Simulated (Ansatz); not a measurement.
Relaxation of CH₄BrClMgO (9 atoms, charge 0, multiplicity 1), to a largest force component of 0.03 eV/Å in at most 50 steps.

Theory: Ansatz 0.2.0, RKS B3LYP-D4/def2-SVP.

```xyz
9
Properties=species:S:1:pos:R:3
Mg -1.740 0.531 1.999
O 0.379 -0.838 -0.212
C 0.817 -0.217 -1.403
Cl -3.853 0.550 1.420
H 0.993 -0.616 0.506
Br 0.637 0.754 2.933
H 1.794 -0.610 -1.745
H 0.899 0.884 -1.312
H 0.075 -0.437 -2.186
```

Question: Where does it end, and by what steps?

Answer: The run converged. The force dipped under the threshold on the way, but the program's further checks kept it going. After 16 steps the energy has fallen by 1.139 eV; Cl4 moved furthest, 1.54 Å. Joined: Mg1–O2.

```tsv
step	energy less start (eV)	largest force component (eV/Å)	accepted
0	0.0000	1.568	yes
1	-0.2915	0.446	yes
2	-0.4762	0.607	yes
3	-0.7067	0.664	yes
4	-0.8945	0.287	yes
5	-0.9470	0.554	yes
6	-0.9989	0.299	yes
7	-1.0353	0.206	yes
8	-1.0635	0.261	yes
9	-1.0850	0.284	yes
10	-1.1135	0.146	yes
11	-1.1244	0.292	yes
12	-1.1330	0.152	yes
13	-1.1375	0.020	yes
14	-1.1386	0.035	yes
15	-1.1381	0.049	no
16	-1.1388	0.005	yes
```

```xyz
9
Properties=species:S:1:pos:R:3
Mg -0.987 0.182 1.537
O 0.499 -0.009 0.173
C 0.438 -0.136 -1.258
Cl -2.856 0.133 0.327
H 1.408 -0.004 0.511
Br 0.284 0.335 3.549
H 0.902 -1.081 -1.579
H 0.940 0.717 -1.740
H -0.628 -0.137 -1.520
```

Time of the run: 50 s on 2 threads of Intel(R) Xeon(R) Platinum 8488C (Sapphire Rapids), on a shared host, peak memory 0.3 GiB.
